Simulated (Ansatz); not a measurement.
Steps of a relaxation of C2H10Si2 (`CC([SiH3])[SiH3]`) with RKS PBE0-D4/def2-TZVP.

```sh
$ ansatz run in.yaml --threads 4 --pin off --events-out ev --progress --plain --max-ram 10444MiB
```

```yaml
crystal:
  periodic: [false, false, false]
  atoms:
    - {symbol: C, position_ang: [-0.869140, 1.236057, -0.528727]}
    - {symbol: C, position_ang: [-0.389492, 0.013168, 0.281645]}
    - {symbol: Si, position_ang: [1.242002, 0.358637, 1.196142]}
    - {symbol: Si, position_ang: [-0.263727, -1.549448, -0.795324]}
    - {symbol: H, position_ang: [-0.991356, 2.134985, 0.111863]}
    - {symbol: H, position_ang: [-1.846800, 1.048849, -1.021223]}
    - {symbol: H, position_ang: [-0.147213, 1.502659, -1.329394]}
    - {symbol: H, position_ang: [-1.132039, -0.229950, 1.077002]}
    - {symbol: H, position_ang: [1.095387, 1.572639, 2.078197]}
    - {symbol: H, position_ang: [2.345718, 0.627585, 0.206339]}
    - {symbol: H, position_ang: [1.636174, -0.816766, 2.050407]}
    - {symbol: H, position_ang: [0.136284, -2.741502, 0.032833]}
    - {symbol: H, position_ang: [0.762233, -1.349285, -1.880489]}
    - {symbol: H, position_ang: [-1.590934, -1.836828, -1.450471]}
basis:
  gaussian: {orbitals: def2-TZVP}
hamiltonian: {xc: pbe0, dispersion: d4}
relax: {f_tol: 0.005, max_steps: 150}
```

Positions (Å) and forces (eV/Å) along the path, 6 of 6 steps:

```xyz
14
step=1 energy=-17984.2380 eV
C    -0.869    1.236   -0.529   -0.086    0.246   -0.170
C    -0.389    0.013    0.282   -0.047   -0.162    0.192
Si    1.242    0.359    1.196   -0.082    0.008   -0.074
Si   -0.264   -1.549   -0.795   -0.003    0.108    0.027
H    -0.991    2.135    0.112    0.072   -0.449   -0.287
H    -1.847    1.049   -1.021    0.474    0.061    0.246
H    -0.147    1.503   -1.329   -0.330   -0.152    0.395
H    -1.132   -0.230    1.077    0.322    0.127   -0.367
H     1.095    1.573    2.078    0.026   -0.257   -0.186
H     2.346    0.628    0.206   -0.234   -0.058    0.205
H     1.636   -0.817    2.050   -0.089    0.246   -0.182
H     0.136   -2.742    0.033   -0.086    0.256   -0.169
H     0.762   -1.349   -1.880   -0.214   -0.039    0.231
H    -1.591   -1.837   -1.450    0.278    0.063    0.142
14
step=2 energy=-17984.2827 eV
C    -0.861    1.225   -0.525   -0.038    0.094   -0.060
C    -0.389    0.009    0.285    0.055   -0.101    0.055
Si    1.233    0.358    1.186   -0.108   -0.033   -0.045
Si   -0.262   -1.536   -0.791   -0.012    0.089    0.083
H    -0.980    2.114    0.110    0.018   -0.124   -0.090
H    -1.827    1.038   -1.012    0.136    0.026    0.067
H    -0.142    1.483   -1.314   -0.098   -0.038    0.110
H    -1.127   -0.228    1.070    0.107    0.034   -0.114
H     1.086    1.560    2.060    0.009   -0.056   -0.045
H     2.324    0.625    0.203   -0.059   -0.011    0.043
H     1.623   -0.806    2.032   -0.007    0.060   -0.037
H     0.134   -2.717    0.030   -0.018    0.048   -0.049
H     0.755   -1.335   -1.865   -0.051   -0.003    0.054
H    -1.578   -1.820   -1.439    0.065    0.015    0.027
14
step=3 energy=-17984.2872 eV
C    -0.858    1.223   -0.524    0.002    0.006   -0.008
C    -0.387    0.008    0.285    0.020   -0.040    0.023
Si    1.225    0.354    1.183   -0.010    0.012   -0.016
Si   -0.262   -1.531   -0.784   -0.003    0.021   -0.007
H    -0.976    2.108    0.107    0.002    0.005    0.009
H    -1.819    1.037   -1.011   -0.007   -0.006   -0.003
H    -0.142    1.478   -1.310    0.009   -0.001   -0.006
H    -1.121   -0.228    1.066   -0.018    0.004    0.010
H     1.081    1.555    2.052   -0.001    0.004    0.005
H     2.310    0.622    0.199    0.007    0.001   -0.004
H     1.624   -0.803    2.028   -0.001   -0.002    0.001
H     0.134   -2.714    0.027   -0.001   -0.001    0.003
H     0.751   -1.326   -1.855    0.007   -0.001   -0.006
H    -1.572   -1.812   -1.434   -0.006   -0.003   -0.001
14
step=4 energy=-17984.2873 eV
C    -0.856    1.220   -0.523   -0.007    0.012   -0.006
C    -0.387    0.006    0.287    0.007   -0.013    0.007
Si    1.225    0.356    1.182    0.000   -0.005    0.003
Si   -0.263   -1.530   -0.786    0.001   -0.003    0.005
H    -0.974    2.106    0.107    0.000    0.003    0.001
H    -1.818    1.034   -1.011   -0.003    0.000   -0.002
H    -0.139    1.475   -1.309    0.003    0.000   -0.002
H    -1.123   -0.228    1.068   -0.001    0.002   -0.001
H     1.080    1.557    2.052   -0.002    0.002   -0.001
H     2.309    0.624    0.198   -0.002    0.001   -0.003
H     1.624   -0.801    2.028    0.004    0.000    0.003
H     0.132   -2.713    0.025    0.000   -0.005   -0.002
H     0.751   -1.325   -1.856    0.000    0.003    0.000
H    -1.574   -1.811   -1.435   -0.001    0.003   -0.001
14
step=5 energy=-17984.2873 eV
C    -0.856    1.220   -0.523    0.023   -0.001   -0.018
C    -0.388    0.005    0.289    0.001   -0.011    0.010
Si    1.224    0.356    1.183   -0.001   -0.002    0.001
Si   -0.264   -1.530   -0.785    0.000   -0.001    0.002
H    -0.971    2.107    0.106   -0.013   -0.003    0.001
H    -1.816    1.034   -1.013   -0.006    0.006    0.011
H    -0.136    1.471   -1.307   -0.001    0.004   -0.003
H    -1.124   -0.229    1.070   -0.004    0.004   -0.001
H     1.078    1.557    2.052    0.000    0.002    0.000
H     2.307    0.626    0.197    0.000    0.001   -0.002
H     1.627   -0.799    2.029    0.002    0.000    0.001
H     0.131   -2.715    0.022    0.000   -0.002   -0.001
H     0.750   -1.322   -1.855    0.001    0.001   -0.001
H    -1.575   -1.808   -1.435   -0.001    0.001   -0.002
14
step=6 energy=-17984.2874 eV
C    -0.855    1.219   -0.523    0.004   -0.002   -0.001
C    -0.387    0.004    0.289   -0.004    0.001    0.003
Si    1.225    0.357    1.183    0.002    0.000    0.001
Si   -0.264   -1.531   -0.785    0.000   -0.002   -0.001
H    -0.972    2.105    0.107    0.000    0.000    0.000
H    -1.817    1.033   -1.011    0.000    0.000    0.000
H    -0.137    1.471   -1.308   -0.002    0.001    0.000
H    -1.124   -0.229    1.070    0.000    0.001   -0.001
H     1.077    1.559    2.051    0.000    0.000   -0.001
H     2.307    0.627    0.196   -0.001    0.000    0.000
H     1.630   -0.797    2.030    0.001    0.000    0.000
H     0.126   -2.718    0.021    0.000    0.000    0.000
H     0.752   -1.324   -1.853    0.000    0.000    0.001
H    -1.575   -1.806   -1.438    0.000    0.001    0.000
```

Run time 25 s (4 threads of an Arm Neoverse V1 on a shared host); peak host memory 0.5 GiB.
